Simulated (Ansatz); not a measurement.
Total energies of C₂H₇GeN (`C=[C](N)[GeH3]`).

Cartesian coordinates in Å:
```
C 0.484 -0.161 1.498
C -0.136 -0.217 0.315
N -1.266 -0.977 0.065
Ge 0.458 0.934 -1.143
H 1.320 0.504 1.661
H 0.163 -0.769 2.341
H -1.482 -1.681 0.756
H -1.380 -1.318 -0.876
H 1.803 1.566 -0.764
H -0.583 2.029 -1.429
H 0.619 0.089 -2.424
```

Total charge 0; spin multiplicity 1. Correlated methods include outer-core shells of Ge, which these sets cover unevenly. Scalar relativity is left out up to krypton. All single points use the PBE0-D4/def2-TZVP geometry. It is one conformer, not always the lowest. Basis def2-TZVPP, Ansatz.

RPA on PBE orbitals: Hartree–Fock energy of these orbitals -2209.58617 Eh, correlation -1.31459 Eh (frozen core).

```
             functional  energy without D4 (Eh)  D4 term (kJ/mol)
            LDA (SPW92)             -2207.82844                 –
                    PBE             -2211.70298             -20.6
                 revPBE             -2211.99755             -64.2
                   BLYP             -2212.19041             -45.5
                 B97M-V             -2211.80559                 –
                   PBE0             -2211.77254             -17.3
                r2SCANh             -2212.09386              -5.3
                r2SCAN0             -2212.07340              -5.9
HSE06 (plane-wave form)             -2211.76505             -16.1
                  BHLYP             -2212.09224             -25.0
              CAM-B3LYP             -2212.24787             -17.5
                ωB97X-V             -2211.96692                 –
                ωB97M-V             -2212.01047                 –
                 B2PLYP             -2211.70939                 –
```

(1) Give the same for r2SCAN, B3LYP, LC-ωPBE, PBE-QIDH. (An estimate is asked.)

B3LYP takes the VWN-RPA correlation (the form of Gaussian; ORCA's B3LYP/G). HSE06 is the plane-wave form, built on full-range PBE exchange. The double hybrids freeze the cores in their second-order part.

## Answers

(1) Ansatz gave: 
```
functional  energy without D4 (Eh)  D4 term (kJ/mol)
    r2SCAN             -2212.10842              -5.0
     B3LYP             -2212.25373             -33.1
   LC-ωPBE             -2211.83984                 –
  PBE-QIDH             -2211.42509                 –
```

LC-ωPBE has ω = 0.4 bohr⁻¹.
